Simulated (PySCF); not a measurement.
Species: C₃H₆Ge.
Structure used (PBE0-D3(BJ)/def2-SVP), in Å, numbered top down from 1:
```
atom  x, y, z in Å
Ge1    1.483    0.089   -0.257
C2    -0.432    0.489   -0.142
C3    -1.487   -0.585   -0.250
C4    -1.312   -0.097    0.936
H5     1.993    0.232   -1.707
H6     1.720   -1.361    0.216
H7     2.308    1.045    0.631
H8    -0.687    1.497   -0.516
H9    -1.990   -1.271   -0.926
H10   -1.560   -0.071    1.994
```

Jobs on this species (10 atoms, 56 electrons) with PySCF (density fitting). Hardware of each: one thread of an Arm Neoverse V2, on a shared host. Other jobs ran on the host; a repeat could differ by tens of per cent or more. Peak memory is the resident size of the whole Python process, interpreter and libraries included.

| level and settings | work | basis functions | SCF cycles | wall time | peak memory |
| --- | --- | --- | --- | --- | --- |
| delta-SCF UKS SCAN, pcX-2 on the ionised atom, pcseg-1 elsewhere, non-relativistic | ΔSCF core ionisation, 2 holes | 130 | ? | ? | ? |
| delta-SCF UKS SCAN, pcX-2 on the ionised atom, pcseg-1 elsewhere, spin-free X2C | ΔSCF core ionisation, 2 holes | 130 | ? | ? | ? |
| delta-SCF UKS HF, pcX-2 on the ionised atom, pcseg-1 elsewhere, spin-free X2C | ΔSCF core ionisation, 2 holes | 130 | 32 | 5.9 s | 0.49 GiB |
| delta-SCF UKS PBE0, pcX-2 on the ionised atom, pcseg-1 elsewhere, spin-free X2C | ΔSCF core ionisation, 2 holes | 130 | 31 | 9.8 s | 0.49 GiB |
| PBE0-D3(BJ)/def2-SVP, grid level 1 | geometry optimisation from a GFN2-xTB start shaken at random | 104 | 55 | 28 s | 0.42 GiB |
| delta-SCF UKS PBE, pcX-2 on the ionised atom, pcseg-1 elsewhere, spin-free X2C | ΔSCF core ionisation, 2 holes | 130 | 34 | 5.3 s | 0.49 GiB |
| delta-SCF UKS B3LYP, pcX-2 on the ionised atom, pcseg-1 elsewhere, spin-free X2C | ΔSCF core ionisation, 2 holes | 130 | 32 | 10 s | 0.48 GiB |
| delta-SCF UKS SCAN, def2-TZVP on the ionised atom, pcseg-1 elsewhere, spin-free X2C | ΔSCF core ionisation, 2 holes | 116 | 36 | 7.8 s | 0.49 GiB |
| delta-SCF UKS SCAN, pcX-1 on the ionised atom, pcseg-1 elsewhere, spin-free X2C | ΔSCF core ionisation, 2 holes | 109 | 36 | 6.8 s | 0.49 GiB |

Problem. Fill in the missing figures.

Solution. 
- delta-SCF UKS SCAN, pcX-2 on the ionised atom, pcseg-1 elsewhere, non-relativistic; ΔSCF core ionisation, 2 holes: 8.1 s, 0.49 GiB, 36 SCF cycles
- delta-SCF UKS SCAN, pcX-2 on the ionised atom, pcseg-1 elsewhere, spin-free X2C; ΔSCF core ionisation, 2 holes: 8.4 s, 0.42 GiB, 36 SCF cycles

Problem. What do all jobs in the table cost together?

Solution. About 90 s; the longest takes about 31 % of that, and about 5.3 times as long as the shortest.
